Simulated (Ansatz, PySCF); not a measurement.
Dimer: C2H2 (SMILES C#C) (first 4 atoms) with CH3I (SMILES CI); geometry from B3LYP-D3(BJ)/def2-TZVP, rigid monomers moved along the line of their centres of mass till C1···H8 is 3.59 Å.
(charge 0, multiplicity 1):
```xyz
9

C     -0.36684    -0.09415     0.76662
C     -0.26250    -1.05476     0.05944
H     -0.44791     0.75046     1.40922
H     -0.17605    -1.90233    -0.57582
C      1.89141    -0.46657     4.75351
I      1.17934     1.50028     5.28353
H      1.53031    -1.15207     5.51128
H      1.48676    -0.69946     3.77509
H      2.97415    -0.42154     4.74017
```

Interaction energies are E(AB) − E(A) − E(B) at the monomers' geometry in the complex; basis-set methods are counterpoise corrected.

Frozen-core correlation. Filled d and f shells under p-block atoms count as core. CBS(a, b) extrapolates the correlation energy as X⁻³ and adds the Hartree–Fock energy of set b.

Run with Ansatz (Gaussian basis) for Hartree–Fock, density functionals and correlated methods; PySCF for the dispersion terms.  In def2 rows elements past Kr take small-core potentials, without spin–orbit coupling.

PBE/def2-TZVPPD gives -0.78 kcal/mol for the interaction energy.

**Question.** Where do these levels fall relative to PBE: PBE-D3(BJ)/def2-TZVPPD, r2SCAN/def2-TZVPPD, PBE0/def2-TZVPPD, wB97M-V/def2-TZVPPD, MP2/CBS(def2-SVPD, def2-TZVPPD), MP2/CBS(def2-SVPD, def2-TZVPPD) + ΔCCSD(T)/def2-SVPD.

**Answer.** PBE-D3(BJ)/def2-TZVPPD -0.43; r2SCAN/def2-TZVPPD 0.03; PBE0/def2-TZVPPD 0.04; wB97M-V/def2-TZVPPD -0.21; MP2/CBS(def2-SVPD, def2-TZVPPD) -0.25; MP2/CBS(def2-SVPD, def2-TZVPPD) + ΔCCSD(T)/def2-SVPD -0.20 kcal/mol. 2 of 6 lie above PBE; the widest gap is to PBE-D3(BJ)/def2-TZVPPD.

Ansatz is an electronic-structure program.
